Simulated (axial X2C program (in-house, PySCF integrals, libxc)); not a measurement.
# Bond lengths and stretching modes, held linear, of NAsO

Computed with an axial X2C code built on PySCF integrals: two-component X2C with atomic mean-field Coulomb and Gaunt terms, Gaussian nuclei, basis N dyall-av3z, As dyall-v3z, O dyall-av3z with contracted cores. Spin-free rows use the one-electron spin-free X2C Hamiltonian.

Masses N 14.003, As 74.922, O 15.995 u. States: 2c Ω = 0 (all partner blocks equally filled); spin-free M_S = 0, Λ = 0 (closed shell).

PBE, spin-free: energies above the lowest point

| r(N–As) (Å) | r(As–O) (Å) | E (meV) |
| --- | --- | --- |
| 1.5649 | 1.5649 | 222.52 |
| 1.5649 | 1.6050 | 123.83 |
| 1.5649 | 1.6451 | 105.64 |
| 1.6050 | 1.5649 | 127.80 |
| 1.6050 | 1.6050 | 28.87 |
| 1.6050 | 1.6451 | 10.53 |
| 1.6050 | 1.6853 | 55.84 |
| 1.6451 | 1.5649 | 117.49 |
| 1.6451 | 1.6050 | 18.41 |
| 1.6451 | 1.6451 | 0.00 |
| 1.6853 | 1.6050 | 75.32 |
| 1.6853 | 1.6853 | 102.32 |

Task: Fit a quadratic surface with cubic terms in each bond: where is the minimum, and what are the two stretching wavenumbers?

Result: At PBE, spin-free: bonds 1.630 and 1.635 Å; harmonic stretches 881.5 and 1071.2 cm⁻¹; force constants 7.33, 6.75 and coupling -0.01 mdyn/Å.

The other levels and Hamiltonians give:

```csv
Hamiltonian,level,r(N–As) (Å),r(As–O) (Å),lower stretch (cm⁻¹),upper stretch (cm⁻¹)
2c,PBE0,1.605,1.607,946.5,1135.0
2c,HF,1.571,1.573,1031.2,1190.3
2c,PBE,1.631,1.635,881.0,1070.9
spin-free,PBE0,1.605,1.607,946.9,1135.3
spin-free,HF,1.570,1.573,1032.1,1190.8
```

Each state is one determinant, the lowest of a limited PBE0 search; the stretches come from a fit to these few points and carry an uncertainty of a few per cent. Other orders of the atoms were not compared. Left out for rough or failed fits: MP2 2c, MP2 spin-free. The molecule was held linear; bending was not examined, so a bent shape may lie lower.
